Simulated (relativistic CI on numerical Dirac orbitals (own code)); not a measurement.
Calculated at this level of theory: Dirac-Coulomb-Breit CI, orbitals from a KLI potential per configuration, model QED (radiative potential, 1s self-energy scaled to tabulated hydrogen-like ionisation energies), unscaled Slater integrals (own radial code, finite nucleus).

The strongest absorption lines from the ground level of an ion, among the configurations computed and to levels below about 339 eV (vacuum wavelength in nm, gf): 7.7304 (0.89), 7.9607 (1.2), 8.0393 (5.3), 8.1008 (1.9), 8.1573 (1.6), 8.2856 (1.1), 10.084 (1.2), 10.488 (0.69).

(1) Which ion is it?
A. Pm XXX
B. Pm XXVIII
C. Pm XXVI
D. Eu XXX

## Answers

(1) B. Pm XXVIII has 34 electrons and the ground level 4s²4p⁴ ³P2; the strongest line goes to 4s²4p³4d ³D°3. The pattern of lines fixes the number of electrons, and along that sequence the line energies rise steadily with the charge (about as its square where n changes within one kind of shell, about linearly where n is kept but much faster in heavy ions where fine structure, which grows about as Z⁴, sets the gap, and irregularly where shells cross), which fixes Z. Configurations outside the model, such as inner-shell arrays, can give stronger lines. At this charge energies of transitions that change n are usually good to better than 1 %, and those within a shell (Δn = 0) to a few per cent.

LS names give the leading component of a level, which can be under half, so a name can repeat, a term be missing and a line seem to break the LS rules.
